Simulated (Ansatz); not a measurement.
`COB(S)Br`, relaxed with RKS PBE0-D4/def2-TZVP in the Gaussian-basis code of Ansatz from a GFN2-xTB geometry. The force threshold is 0.005 eV/Å; the program also tests the step.

The species carries charge 0 and has multiplicity 1.

Start:

```xyz
9

C    -0.429    1.087   -1.060
O    -0.366    0.537    0.236
B     0.207   -0.572    0.654
S     0.060   -0.935    2.424
Br    1.152   -1.758   -0.524
H     0.038    2.073   -1.034
H    -1.481    1.191   -1.332
H     0.081    0.457   -1.793
H     0.737   -2.080    2.430
```

```csv
step,energy (eV),largest force (eV/Å),largest move (Å)
1,-84695.9143,0.676,0.000
2,-84695.9295,0.297,0.031
3,-84695.9333,0.067,0.022
4,-84695.9336,0.026,0.006
5,-84695.9336,0.017,0.003
6,-84695.9336,0.004,0.002
```

End:

```xyz
9

C    -0.427    1.083   -1.056
O    -0.391    0.568    0.260
B     0.193   -0.557    0.675
S     0.062   -0.940    2.436
Br    1.145   -1.749   -0.530
H     0.043    2.067   -1.054
H    -1.471    1.187   -1.355
H     0.093    0.428   -1.757
H     0.754   -2.087    2.381
```

It took 16 s on 2 threads of an AMD EPYC 7R13 on a shared host and a share of an NVIDIA H100 80 GB, with 0.92 GiB of host memory at the peak.
